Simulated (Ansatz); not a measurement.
Cost and result for the atomization energy of C₂H₁₀BNSi (`CB(C)[SiH2]N`) (15 atoms, 14 bonds).

```csv
atom,x (Å),y (Å),z (Å)
C1,-0.6975,-0.0773,-1.5822
B2,0.3514,0.1911,-0.4562
C3,1.7800,0.7091,-0.8239
Si4,-0.1040,-0.0931,1.5013
N5,-1.6024,-0.8552,1.9259
H6,-0.2690,-0.2484,-2.5742
H7,-1.2749,0.8595,-1.6568
H8,-1.4305,-0.8551,-1.3543
H9,2.3069,1.2537,-0.0368
H10,2.3696,-0.2041,-1.0077
H11,1.8193,1.2823,-1.7556
H12,0.9685,-0.9184,2.1358
H13,-0.0769,1.2513,2.1598
H14,-2.4736,-0.4360,1.6422
H15,-1.6669,-1.8595,1.8824
```

Total charge 0; spin multiplicity 1. All single points use the PBE0-D4/def2-TZVP geometry. It is one conformer, not always the lowest. Program: Ansatz. All runs use 4 threads of a server CPU on a shared host. Times are those of one run each, without the atoms' runs, and a repeat can differ threefold. Electronic energies, without spin–orbit coupling; frozen cores. CCSD(T)/CBS adds CCSD(T) − MP2 in def2-TZVPP to the MP2 limit, and its time is that of the two runs behind it. T1 = 0.011. B3LYP takes the VWN-RPA correlation (the form of Gaussian; ORCA's B3LYP/G).

CCSD(T)/CBS is a level of theory with its own doubt, some kJ/mol a heavy atom from the limit and from the frozen cores, so smaller differences don't rank the functionals.

```csv
level,functions,wall time,atomization (kcal/mol),difference from CCSD(T)/CBS,per bond
revPBE-D4/def2-TZVPP,306,2.3 s,1284.1,-8.3,-0.6
PBE-D4/def2-TZVPP (with forces),306,2.8 s,1309.9,17.5,1.3
BHLYP-D4/def2-TZVPP,306,3.6 s,1274.5,-17.9,-1.3
PBE0-D4/def2-TZVPP,306,3.8 s,1297.2,4.8,0.3
B3LYP-D4/def2-TZVPP (with forces),306,6.5 s,1299.8,7.4,0.5
PBE-QIDH/def2-TZVPP,306,7.5 s,1287.0,-5.4,-0.4
CCSD(T)/def2-SVP,124,7.5 s,1223.6,-68.8,-4.9
B97M-V/def2-TZVPP,306,8 s,1301.0,8.6,0.6
B2PLYP/def2-TZVPP,306,8 s,1282.6,-9.8,-0.7
ωB97M-V/def2-TZVPP (with forces),306,13 s,1299.5,7.1,0.5
MP2/def2-QZVPP,598,26 s,1286.7,-5.7,-0.4
CCSD(T)/def2-TZVPP,306,7.3 min,1261.6,-30.8,-2.2
CCSD(T)/CBS(def2),–,7.7 min,1292.4,0.0,0.0
```

From r2SCAN to r2SCAN0 (25 % exact exchange), in def2-TZVPP and without D4, the atomization energy moves by −11.7 kcal/mol: exact exchange takes away binding that semilocal exchange gives to molecules. The D4 term adds +10.8 kcal/mol with B3LYP and +5.8 kcal/mol with PBE0; it sums over pairs of atoms, weighted by their polarisabilities, and B3LYP, whose exchange is more repulsive, gets the larger term. In def2-TZVPP, CCSD(T) changes the Hartree–Fock value by +287.9 kcal/mol (the triples alone add +13.8 kcal/mol) and MP2 by +294.7 kcal/mol; breaking electron pairs costs correlation energy, which Hartree–Fock lacks.
